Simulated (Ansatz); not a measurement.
`C[SiH](S)Br` + CH₃SH → `CS[SiH](C)S` + HBr at 700 K and 1 bar (ligand exchange at the Si–Br bond).

Isolated molecules relaxed with PBE0-D4/def2-TZVP in Ansatz; ΔE leaves out vibrations. CCSD(T)/CBS adds triple-zeta CCSD(T) − MP2 to the extrapolated MP2 energy (def2 sets, frozen cores). This one scheme is used for every species. For Br outer-core shells are correlated without core-valence functions, which leaves a few kJ/mol of doubt a bond. Scalar relativity is left out up to krypton. Each species was taken in one conformer, which may not be the lowest.

| species | CCSD(T)/CBS energy (Eh) | H − E (kJ/mol) | S (J/(mol·K)) |
| --- | --- | --- | --- |
| `C[SiH](S)Br` | -3301.32855 | 221.3 | 460.7 |
| CH₃SH | -438.22835 | 160.2 | 309.0 |
| `CS[SiH](C)S` | -1165.62487 | 345.9 | 532.9 |
| HBr | -2573.91920 | 36.5 | 223.7 |

H − E and S are ideal-gas, rigid-rotor, harmonic terms from PBE0-D4/def2-TZVP, for one conformer and one mirror image of each species. 1 Eh = 2625.50 kJ/mol, R = 8.31446 J/(mol·K).

**Question.** By hand: ΔE, ΔH, ΔS and ΔG.

**Answer.** ΔE = (-1165.62487) + (-2573.91920) − (-3301.32855) − (-438.22835) = 0.01283 Eh = 33.7 kJ/mol. Δ(H − E) = 345.9 + 36.5 − 221.3 − 160.2 = 0.9, so ΔH = 34.6 kJ/mol. ΔS = 532.9 + 223.7 − 460.7 − 309.0 = -13.1 J/(mol·K). ΔG = 34.6 − 700 × (-13.1)/1000 = 43.8 kJ/mol.

**Question.** By hand: the equilibrium constant, and the temperature at which ΔG would vanish if ΔH and ΔS stayed fixed.

**Answer.** log₁₀ K = −ΔG/(RT ln 10) = -3.3. ΔH and −TΔS have one sign here, so there is no such temperature.

The number of gas molecules stays the same, so ΔS is small and ΔH decides. A doubt of 5 kJ/mol in ΔE shifts log₁₀ K by 0.4 here. Other conformers and mirror images would add mixing entropy, several J/(mol·K) or more a flexible species. These are equilibria of isolated gas molecules and say nothing of rates. Largest T1 diagnostic: 0.011 (customary marks: 0.02 for closed shells, 0.045 for open ones).
